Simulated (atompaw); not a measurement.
## Building the PAW (atompaw) potential for Ag (Z = 47) (LDA (PW92), scalar-relativistic).

Ag, PAW, made with atompaw 4.2.0.5 (LDA (PW92), scalar-relativistic). Core [Ar] 3d10, reference 4s2 4p6 4d9 5s0 5p0 (charge +2). Waves: 4s (bound): rc 1.60 bohr; 5s (bound, empty): rc 1.25 bohr; 4p (bound): rc 1.20 bohr; 5p (bound, empty): rc 1.85 bohr; 4d (bound): rc 1.85 bohr; 4d channel at -0.7 Ry: rc 1.85 bohr; 4f channel at 0.45 Ry: rc 1.85 bohr; 4f channel at 2.3 Ry: rc 1.35 bohr. Local part: vpsmatchnc scheme with l = 4 at 0 Ry, radius 1.50 bohr. Core correction: smooth core density matched at 1.35 bohr. Augmentation charge: gaussian compensation charge, radius 1.45 bohr; PAW radius 1.85 bohr; waves and projectors: custom polynom gramschmidtortho.

Question: Estimate the cutoffs (Ry, on a coarse ladder) from which the occupation-weighted sum of valence levels, in a spherical-Bessel basis at the reference potential, stays within 10 and 1 mRy of its value at 400 Ry.

Answer: 50 Ry and 80 Ry.

Question: What does a ghost test show?

Answer: Ghost state, extra bound levels that the all-electron valence spectrum of the same l lacks: s at -306.9 eV. A true bound ghost makes a file unfit for plane-wave use.

Question: Is the overlap operator S = 1 + Σ q|β⟩⟨β| positive definite (Bessel basis up to 400 Ry)?

Answer: Yes: its lowest eigenvalue is 0.31 (f channel).
